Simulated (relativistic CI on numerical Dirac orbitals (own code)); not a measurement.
# Sensitivity of the levels of Ir LVII to α and to the nuclear radius

Computed by Dirac-Coulomb-Breit CI, KLI orbitals optimised for each configuration, derivatives by finite differences, unscaled Slater integrals, QED left out (own radial code, finite nucleus).

Configurations in the expansion (outside the closed core [Ne]): 3s²3p⁶3d³, 3s²3p⁵3d⁴, 3s3p⁶3d⁴, 3p⁶3d⁵, 3s²3p⁶3d²4s, 3s²3p⁶3d²4p, 3s²3p⁶3d²4d, 3s²3p⁵3d³4s. Levels of other configurations are missing.

With x = (α/α₀)² − 1 an excitation energy changes as ω = ω₀ + qx; K = 2q/ω₀ is the relative enhancement. Terms are leading LS components, so labels can repeat. The field-shift factor is F = δν/δ⟨r²⟩ for the transition from the lowest level.

Lowest level 3s²3p⁶3d³ ⁴F3/2.

```csv
Level,ω₀ (cm⁻¹),q (cm⁻¹),F (GHz/fm²)
3s²3p⁶3d³ ⁴F5/2,642228,729700,21.1
3s²3p⁶3d³ ⁴P3/2,697501,724000,20.8
3s²3p⁶3d³ ²H9/2,726228,712500,21.7
3s²3p⁶3d³ ²G7/2,729838,728700,21.4
3s²3p⁶3d³ ⁴P1/2,745178,725200,20.5
3s²3p⁶3d³ ²D5/2,952964,755400,22.3
3s²3p⁶3d³ ⁴F7/2,1360391,1.451e+06,42.3
3s²3p⁶3d³ ⁴F9/2,1400173,1.452e+06,43
3s²3p⁶3d³ ⁴P3/2,1449677,1.462e+06,41.7
3s²3p⁶3d³ ²P1/2,1475754,1.462e+06,42
3s²3p⁶3d³ ²H11/2,1481013,1.442e+06,43.8
3s²3p⁶3d³ ⁴P5/2,1486242,1.445e+06,40.6
3s²3p⁶3d³ ²F5/2,1566193,1.471e+06,41.9
3s²3p⁶3d³ ²F7/2,1566991,1.447e+06,42.1
3s²3p⁶3d³ ²D3/2,1751532,1.484e+06,44.1
3s²3p⁶3d³ ²G9/2,2120025,2.184e+06,63.7
3s²3p⁶3d³ ²P3/2,2245927,2.183e+06,62.6
3s²3p⁶3d³ ²D5/2,2336799,2.181e+06,64
3s²3p⁵3d⁴ ⁴P°3/2,2444673,173300,29.6
3s²3p⁵3d⁴ ⁴D°5/2,3030104,903700,50.4
3s²3p⁵3d⁴ ⁴P°1/2,3099279,904300,48.3
3s²3p⁵3d⁴ ²D°3/2,3112504,889900,50.3
3s²3p⁵3d⁴ ⁴D°7/2,3122836,907500,51.1
```

At this charge energies of transitions that change n are usually good to better than 1 %, and those within a shell (Δn = 0) to a few per cent.

Question: Which transition from the lowest level has the largest |K|?

Answer: 3s²3p⁶3d³ ⁴F5/2 at 642228 cm⁻¹, K = 2.27.
